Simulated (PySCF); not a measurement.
A structure optimised at PBE-D3(BJ)/def2-SVP, used in a PySCF frequency run:

```
C
C 1 1.3482
F 1 1.3547 2 116.95
H 2 1.0984 1 121.04 3 0.00
C 1 1.4871 2 129.78 4 180.00
H 5 1.1045 1 111.04 2 0.00
H 5 1.1101 6 109.14 1 121.60
H 5 1.1101 6 109.14 7 116.79
Br 2 1.8861 4 115.12 1 180.00
```
Charge 0, spin multiplicity 1.

**Question.** Write its SMILES, formula and point group.

**Answer.** C/C(F)=C\Br, C3H4BrF, Cs

**Question.** What are its rotational constants (standard atomic weights)?

**Answer.** 8.8842, 1.4088, 1.2255 GHz
